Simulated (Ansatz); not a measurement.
Input file for `O[SiH2][S][GeH3]`:

```yaml
crystal:
  periodic: [false, false, false]
  atoms:
    - {symbol: O, position_ang: [-0.083484, 1.219646, 1.392688]}
    - {symbol: Si, position_ang: [0.020928, -0.424830, 1.426170]}
    - {symbol: S, position_ang: [1.303998, -1.068911, -0.126583]}
    - {symbol: Ge, position_ang: [0.266148, -0.015249, -1.796742]}
    - {symbol: H, position_ang: [-0.920806, 1.605577, 1.654796]}
    - {symbol: H, position_ang: [-1.348900, -0.985732, 1.271793]}
    - {symbol: H, position_ang: [0.633982, -0.919273, 2.683048]}
    - {symbol: H, position_ang: [0.572128, -0.825555, -3.063085]}
    - {symbol: H, position_ang: [-1.244646, -0.001203, -1.513765]}
    - {symbol: H, position_ang: [0.800653, 1.415531, -1.928311]}
basis:
  gaussian: {orbitals: def2-TZVPP}
correlation: {method: ccsd_t}
```

```sh
$ ansatz run in.yaml --threads 2 --pin off --events-out ev --progress --plain --max-ram 22528MiB --backend cuda --devices 0, --max-vram 18GiB
```

Log, shortened:

```
Functional definition: HF
1466 factors; integrals over basis functions are off by at most 1.2e-3 eV
mean field evaluation 1: about -77286.2420 eV, gradient 3.7e1 eV
mean field evaluation 2: about -77286.5073 eV, gradient 3.8e1 eV
mean field evaluation 4: about -77289.6237 eV, gradient 3.3e0 eV
mean field evaluation 8: about -77289.6778 eV, gradient 2.4e-1 eV
mean field -77289.67811035 eV, -2840.3432817300 hartree, gradient 2.9e-6 eV, S^2 0.000000; 0 other end points of the search recorded, 0 dependent functions left out
20 core orbitals not correlated: weight in the atoms' cores, before any rotation towards them, 1.000 or more for the frozen orbitals, at most 0.000 for the correlated occupied ones
reference -77289.67811035 eV, -2840.3432817300 hartree; 18, 18 occupied and 209, 209 virtual orbitals, 1466 factors
second order -21.89154245 eV of doubles, -0.00000000 eV of singles
cycle   1  -22.29845341 eV  change   -4.1e-1 eV  update   1.1e-1
cycle   2  -22.95751314 eV  change   -6.6e-1 eV  update   3.1e-2
cycle   3  -23.05771304 eV  change   -1.0e-1 eV  update   1.5e-2
cycle   4  -23.04455030 eV  change    1.3e-2 eV  update   3.3e-3
cycle   5  -23.04379269 eV  change    7.6e-4 eV  update   1.4e-3
cycle   6  -23.04386715 eV  change   -7.4e-5 eV  update   4.1e-4
cycle   7  -23.04364207 eV  change    2.3e-4 eV  update   1.6e-4
cycle   8  -23.04366118 eV  change   -1.9e-5 eV  update   5.3e-5
cycle   9  -23.04367942 eV  change   -1.8e-5 eV  update   2.0e-5
perturbative correction -0.88470978 eV, -0.0325124849 hartree
Total energy: -77313.60649956 eV, -2841.2226338140 hartree
```

Run time 3.1 s (2 threads of an AMD EPYC 7R13 on a shared host and a share of an NVIDIA H100 80 GB); peak host memory 0.84 GiB.

Correlation energy per correlated electron: -0.665 eV. T1 diagnostic: 0.0115.
